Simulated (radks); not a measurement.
Results of a calculation; reference values are marked as such.
Question: Excited configurations of the praseodymium ion Pr3+: one electron is placed in a higher orbital outside [Xe] 4f1. The ground configuration is [Xe] 4f2. Code: a radial shooting solver on a logarithmic mesh with Libxc functionals. Model: scalar-relativistic Kohn-Sham, PBE, spin-polarised, spherical densities, point nucleus; open shells are filled with parallel spins first (spin-orbit coupling, left out, can overturn this in heavy ions). Excitation = E - E(ground); binding = E(ion) - E, where the ion is the core of charge +4; n* = 4/sqrt(2 binding) in atomic units, and the quantum defect is n - n*.

| outer orbital | excitation (eV) | binding (eV) | n* | quantum defect | eigenvalue (eV) | <r> (bohr) |
|---|---|---|---|---|---|---|
| 6s | 12.657 | 26.869 | 2.846 | 3.154 | -23.744 | 3.199 |
| 6p | 17.672 | 21.855 | 3.156 | 2.844 | -19.268 | 3.701 |
| 6f | 29.960 | 9.567 | 4.770 | 1.230 | -8.342 | 7.291 |
| 7s | 24.649 | 14.878 | 3.825 | 3.175 | -13.349 | 5.715 |
| 7p | 26.740 | 12.787 | 4.126 | 2.874 | -11.422 | 6.429 |
| 7f | 32.836 | 6.691 | 5.704 | 1.296 | -5.948 | 11.12 |

Estimate the row for 7d.

Answer: excitation (eV) 29.762; binding (eV) 9.765; n* 4.722; quantum defect 2.278; eigenvalue (eV) -8.662; <r> (bohr) 7.982. The Delta-SCF ionisation energy is 39.527 eV (NIST Atomic Spectra Database: 38.98 eV, semi-empirical). Self-interaction in the functional shifts the binding energies and quantum defects, so they are the method's values and not measured ones. Open shells are spherical and high-spin; term and fine-structure splittings are not resolved. Spin-orbit splitting is averaged out at the scalar-relativistic level.
